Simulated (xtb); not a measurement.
CsBr, SMILES [Br][Cs]. All values are semi-empirical tight-binding results from xtb (GFN2-xTB unless named), good for trends rather than for accurate numbers. Coordinates come from a GFN2-xTB optimisation.

For metal compounds this method's bond lengths and energies can be far off.

Computed properties:
| Quantity | Result |
|---|---|
| point group as xtb finds it | C∞v |
| orbital gap | 1.99 eV |
